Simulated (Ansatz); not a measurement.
Mg₂O₂ was relaxed with PBE0-D4 (def2-TZVP) in Ansatz in these states: neutral quintet, neutral singlet, neutral triplet. The geometries follow in no particular order.

A:

```xyz
4

Mg    0.605    0.757   -1.344
Mg   -0.587   -0.658    1.403
O     0.147    0.893    0.524
O    -0.165   -0.993   -0.583
```

B:

Cartesian coordinates in Å:
```
Mg 0.367 -0.069 1.133
Mg -0.368 0.071 -1.133
O -1.321 0.288 0.447
O 1.322 -0.289 -0.447
```

C:

Cartesian coordinates in Å:
```
Mg 1.184 -0.091 -0.750
Mg -1.184 0.091 0.750
O 0.255 1.196 0.257
O -0.254 -1.196 -0.257
```

**Question.** Judge from the bond lengths which geometry belongs to which state (an estimate).

**Answer.** A is the neutral quintet (Mg1–Mg2 3.312 Å, Mg1–O4 2.058 Å, Mg2–O4 2.058 Å); B is the neutral singlet (Mg1–Mg2 2.387 Å, Mg1–O4 1.859 Å, Mg2–O4 1.859 Å); C is the neutral triplet (Mg1–Mg2 2.809 Å, Mg1–O4 1.880 Å, Mg2–O4 1.880 Å).
